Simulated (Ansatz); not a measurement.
`NC#C[CH2][InH2]` + H₂Te → `NC#C[TeH]` + `[CH3][InH2]`  (substitution at a C–C bond)

Calculated with Ansatz (gas phase, PBE0-D4/def2-TZVP geometries, no zero-point term in ΔE). CCSD(T)/CBS adds triple-zeta CCSD(T) − MP2 to the extrapolated MP2 energy (def2 sets, frozen cores). Functionals use def2-TZVPP. B3LYP here is the variant with VWN-RPA as its local correlation; programs differ in this. HSE06 is defined as in plane-wave codes. Elements past krypton have def2 core potentials. For In, Te outer-core shells are correlated without core-valence functions, which leaves a few kJ/mol of doubt a bond. One conformer a species, not always the lowest.

| level | ΔE (kJ/mol) | difference from CCSD(T)/CBS |
| --- | --- | --- |
| PBE0-D4 | 8.8 | 2.4 |
| r2SCAN0-D4 | 10.7 | 4.3 |
| HSE06-D4 | 8.8 | 2.4 |
| CAM-B3LYP-D4 | 1.6 | -4.8 |
| B3LYP | -1.8 | -8.2 |
| r2SCANh | 10.3 | 3.9 |
| SCS-MP2/def2-TZVPP | -2.1 | -8.5 |
| CCSD(T)/def2-TZVPP | 2.7 | -3.7 |
| SCS-MP2/def2-QZVPP | -0.4 | -6.8 |
| HF/CBS(def2) | -10.9 | -17.3 |
| CCSD(T)/CBS | 6.4 | 0 |

Largest T1 diagnostic among the species: 0.014.

The D4 term adds +4.1 kJ/mol with B3LYP and +2.4 kJ/mol with PBE0; it sums over pairs of atoms, weighted by their polarisabilities, and B3LYP, whose exchange is more repulsive, gets the larger term. In def2-TZVPP, CCSD(T) changes the Hartree–Fock value by +13.0 kJ/mol (the triples alone add +2.7 kJ/mol) and MP2 by +13.7 kJ/mol.

CCSD(T)/CBS has its own doubt, a few kJ/mol and more with outer-core shells, so smaller differences from it don't rank the levels.
